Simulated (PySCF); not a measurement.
# C₆ coefficients of unlike pairs at PBE0

Calculated with PySCF 2.14 from the dipole response of each species, C₆(A,B) = (3/π) ∫ α_A(iu) α_B(iu) du, in atomic units, from isotropic polarisabilities. For ions this is the dispersion term alone; charge-induced terms of lower order in 1/R come first.

| species | configuration | basis | relativity | α (bohr³) | C₆ (like pair) |
| --- | --- | --- | --- | --- | --- |
| Zr²⁺ | [Kr] 4d2 (3F) | aug-cc-pwCVTZ-PP with ECP28MDF (8s8p7d4f3g) | core potential | 12.21 | 60.20 |
| Kr | [Kr] (1S) | x2c-QZVPPall with one added diffuse shell each of s, p, d, f type (12s9p6d5f1g) | spin-free X2C | 17.23 | 134.3 |
| Zn | [Ar] 3d10 4s2 (1S) | aug-cc-pwCVTZ-DK (10s9p7d4f3g) | spin-free X2C | 40.49 | 293.9 |
| Zr | [Kr] 4d2 5s2 (3F) | aug-cc-pVDZ-PP with ECP28MDF (5s5p4d2f) | core potential | 127.1 | 1801 |

(1) Estimate C₆ for Zr with Zr²⁺.

No spin-orbit coupling is included.

The other pairs:

```
    pair     C₆
  Zr, Kr  412.1
Zn, Zr²⁺  122.6
  Zr, Zn  711.9
  Zn, Kr  183.3
Kr, Zr²⁺  89.53
```

## Answers

(1) The integral gives 277.0. The combination rule 2 C_A C_B / (C_A α_B/α_A + C_B α_A/α_B) gives 271.0 and the geometric mean 329.3.
